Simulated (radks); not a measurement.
The tellurium anion Te2-, [Xe], held by a Watson sphere: a shell of charge +2 at radius R that stands for the Madelung well of a crystal (potential energy -2/R inside, -2/r outside, in hartree with lengths in bohr). Method: scalar-relativistic Kohn-Sham, LDA (Slater exchange, VWN5 correlation), spin-polarised, spherical densities, finite nucleus; Fermi nuclear charge, rms radius of each element as measured or else 0.836 A^(1/3) + 0.57 fm; computed with a radial shooting solver on a logarithmic mesh with Libxc functionals. Response by self-consistent Sternheimer equations with the Hartree and adiabatic LDA kernel, the relativistic mass of each level held fixed and spin-orbit coupling left out. The sphere does not respond.

| R (bohr) | e(4d) (eV) | e(5s) (eV) | e(5p) (eV) | <r> 5p (bohr) | sum of <r^2> (bohr^2) | X-ray form factor at sin(theta)/lambda = 0.2 1/angstrom | alpha (bohr^3) |
|---|---|---|---|---|---|---|---|
| 2.38 | -41.260 | -16.686 | -7.559 | 2.594 | 75.58 | 41.727 | 40.82 |
| 2.66 | -40.641 | -16.020 | -7.192 | 2.667 | 78.59 | 41.641 | 46.10 |
| 3.1 | -39.985 | -15.086 | -6.556 | 2.779 | 83.34 | 41.557 | 56.53 |
| 3.23 | -39.828 | -14.836 | -6.364 | 2.810 | 84.72 | 41.542 | 60.11 |
| 3.46 | -39.570 | -14.423 | -6.026 | 2.864 | 87.11 | 41.525 | 67.00 |
| 3.71 | -39.309 | -14.011 | -5.667 | 2.918 | 89.64 | 41.516 | 75.32 |
| 4.97 | -38.160 | -12.403 | -4.093 | 3.146 | 101.3 | 41.535 | 132.2 |
| 5.67 | -37.625 | -11.753 | -3.404 | 3.245 | 107.3 | 41.553 | 177.4 |
| 5.9 | -37.466 | -11.568 | -3.205 | 3.275 | 109.2 | 41.557 | 195.1 |
